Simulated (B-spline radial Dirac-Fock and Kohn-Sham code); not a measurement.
A summary of the ionisation energies of calcium (Z = 20) against charge, from Dirac-Fock energy differences between relaxed states, corrected for Breit and QED terms and from the NIST table. The largest relative steps of the computed values, from charge +5 on, come at Ca⁵⁺ (15 electrons left, 85.32 to 104.7 eV); Ca⁸⁺ (12 electrons left, 146.4 to 186.2 eV); Ca¹⁰⁺ (10 electrons left, 210.7 to 591.1 eV); Ca¹⁸⁺ (2 electrons left, 1157.6 to 5127.5 eV). The median of |NIST − computed| / NIST over the 20 ions is 0.57 %.

```
charge  computed (eV)  NIST (eV)
     0           5.14   6.113155
     1          11.35   11.87172
     2          49.91   50.91316
     3          67.05    67.2732
     4          85.32      84.34
     5          104.7     108.78
     6          125.0     127.21
     7          146.4     147.24
     8          186.2     188.54
     9          210.7    211.275
    10          591.1      591.6
    11          661.4      658.2
    12          734.7      728.6
    13          810.8      817.2
    14          889.9        894
    15          971.8      973.7
    16         1080.9     1086.8
    17         1157.6   1157.726
    18         5127.5   5128.858
    19         5469.9   5469.864
```
